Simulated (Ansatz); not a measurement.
Al₃Ni⁻. Total charge -1; triplet. Geometry r2SCAN-D4/def2-SVP, that of the neutral doublet; atoms count from 1.

Cartesian coordinates in Å:
```
Ni -0.900 -0.706 -0.365
Al 1.284 -0.584 -0.725
Al -0.408 1.453 -0.488
Al 0.025 -0.163 1.577
```

The highest occupied level of the charge -1 triplet lies above zero (up to 0.11 eV). By energy differences its removal costs 1.28 eV (vertical, to the charge 0 doublet, at PBE0-D4/def2-TZVPD); a positive level beside a positive removal energy at the same level points to self-interaction error. At PBE0-D4/def2-TZVPD a singlet of charge -1 lies 0.07 eV below the triplet at the same geometry. The structure comes from a short search, and lower isomers may exist.

Q: Estimate the Mulliken populations from the PBE0/def2-TZVPD orbitals of Ansatz.

A: 
```csv
atom,charge (e),spin (α − β),d electrons
Ni1,-0.23,0.31,9.11
Al2,-0.21,0.45,–
Al3,-0.34,0.74,–
Al4,-0.23,0.50,–
```
Mulliken values and Mayer orders depend strongly on the basis. With diffuse functions, as here, like atoms can get unlike values, and bond orders can come out too low or too high.

Q: Where does the spin sit?

A: Summed by element: Ni 0.31, Al 1.69, of 2 unpaired in all. Largest on single atoms: Al3 0.74, Al4 0.50, Al2 0.45.

Q: And the Mayer bond orders between bonded heavy atoms (over 0.3)?

A: Ni1–Al2 1.01 (2.22 Å); Ni1–Al3 1.03 (2.22 Å); Ni1–Al4 1.01 (2.22 Å); Al2–Al3 0.66 (2.66 Å); Al2–Al4 0.48 (2.66 Å); Al3–Al4 0.72 (2.66 Å).
